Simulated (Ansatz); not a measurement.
Geometry optimisation, DFT PBE-D3(BJ), scalar-relativistic, plane waves, PAW (Ansatz).

Input:

```yaml
accuracy: low
crystal:
  lattice:
    - [8.753821, 0.0, 0.0]
    - [0.0, 8.753821, 0.0]
    - [0.0, 0.0, 8.753821]
  atoms:
    - { symbol: C, position: [0.5851197, 0.7879613, 0.5629273] }
    - { symbol: O, position: [0.4930394, 0.746291, 0.4739662] }
    - { symbol: O, position: [0.6772, 0.8296315, 0.6518884] }
    - { symbol: C, position: [0.364075, 0.1745801, 0.4347941] }
    - { symbol: O, position: [0.2936925, 0.0671701, 0.4752744] }
    - { symbol: O, position: [0.4344574, 0.2819902, 0.3943138] }
    - { symbol: C, position: [0.2011914, 0.8781705, 0.7377906] }
    - { symbol: O, position: [0.0852151, 0.8636455, 0.6709492] }
    - { symbol: O, position: [0.3171678, 0.8926956, 0.804632] }
    - { symbol: C, position: [0.0124911, 0.6072272, 0.399675] }
    - { symbol: O, position: [0.0544906, 0.6376952, 0.5239208] }
    - { symbol: O, position: [-0.0295084, 0.5767592, 0.2754293] }
    - { symbol: C, position: [0.6136661, 0.6819055, 0.2334407] }
    - { symbol: H, position: [0.7150467, 0.651267, 0.1680329] }
    - { symbol: H, position: [0.605053, 0.6083658, 0.3335041] }
    - { symbol: H, position: [0.5124881, 0.6673366, 0.1624075] }
    - { symbol: H, position: [0.6220764, 0.8006526, 0.2698185] }
    - { symbol: C, position: [0.8612346, 0.31943, 0.1499706] }
    - { symbol: H, position: [0.9761427, 0.3672722, 0.1514559] }
    - { symbol: H, position: [0.8428107, 0.2590528, 0.0426855] }
    - { symbol: H, position: [0.7779067, 0.4112752, 0.1607349] }
    - { symbol: H, position: [0.8480783, 0.2401199, 0.2450062] }
    - { symbol: C, position: [0.1941591, 0.4391577, 0.9363771] }
    - { symbol: H, position: [0.2646299, 0.5102125, 1.0104043] }
    - { symbol: H, position: [0.1206997, 0.3667378, 1.006048] }
    - { symbol: H, position: [0.2673926, 0.3678487, 0.8653362] }
    - { symbol: H, position: [0.123914, 0.5118318, 0.86372] }
    - { symbol: C, position: [0.957681, 0.1425251, 0.5721299] }
    - { symbol: H, position: [0.9912302, 0.0837352, 0.6765959] }
    - { symbol: H, position: [0.9769123, 0.0677935, 0.4744555] }
    - { symbol: H, position: [1.0255555, 0.2460612, 0.5591569] }
    - { symbol: H, position: [0.8370261, 0.1725108, 0.5783112] }
basis:
  ecutwfc: 420.0
kpoints:
  mp_grid: { grid: [1, 1, 1] }
hamiltonian:
  xc: pbe
  dispersion: d3bj
scf:
  occupations: { method: fermi_dirac, width: 0.02 }
  lower_state_search: "off"
relax:
  f_tol: 0.3
  max_steps: 15
  adjacent_minimum: "off"
```

Launched with:

```bash
$ ansatz run input.yaml --threads 1 --pin off --max-ram 3072MiB --backend cpu --events-out ev --progress --plain --runs-dir out
```

Task: Where does it end, and by what steps?

Result: The forces met the threshold. The threshold is loose, so the end isn't yet a minimum. The force dipped under the threshold on the way, but the program's further checks kept it going. Limits of this set-up: coarse k mesh, low accuracy level. After 11 steps the energy has fallen by 1.427 eV; O12 moved furthest, 1.32 Å.

```tsv
step	energy less start (eV)	largest force component (eV/Å)	accepted
0	0.0000	2.011	yes
1	-0.5616	0.826	yes
2	-0.9016	0.773	yes
3	-1.0737	0.635	yes
4	-1.2189	0.431	yes
5	-1.3298	0.191	yes
6	-1.3514	1.161	yes
7	-1.4038	0.068	yes
8	-1.4038	0.068	yes
9	-1.4081	0.615	yes
10	-1.4270	0.209	yes
11	-1.4270	0.209	yes
```

```xyz
32
Lattice="8.7538 0.0000 0.0000 0.0000 8.7538 0.0000 0.0000 0.0000 8.7538" Properties=species:S:1:pos:R:3
C 4.709 6.709 5.077
O 3.736 6.062 4.961
O 5.684 7.349 5.191
C 3.210 1.666 3.989
O 3.030 0.613 4.473
O 3.392 2.716 3.503
C 1.913 7.517 7.176
O 0.862 7.297 6.712
O 2.964 7.742 7.644
C 0.650 5.386 3.431
O 0.599 4.813 4.452
O 0.697 5.956 2.407
C 5.436 6.113 1.698
H 6.349 5.908 1.128
H 5.268 5.305 2.421
H 4.581 6.173 1.015
H 5.550 7.067 2.223
C 7.272 2.511 1.267
H 8.159 3.150 1.345
H 7.324 1.929 0.340
H 6.374 3.138 1.254
H 7.234 1.831 2.125
C 1.926 3.921 7.960
H 2.283 4.610 8.735
H 1.452 3.056 8.437
H 2.773 3.585 7.350
H 1.194 4.427 7.321
C 8.180 1.406 5.051
H 8.184 0.823 5.977
H 8.547 0.776 4.232
H 8.820 2.288 5.159
H 7.157 1.729 4.829
```

The run took 51 s on 1 thread of Arm Neoverse V1, on a shared host, peak memory 0.52 GiB.
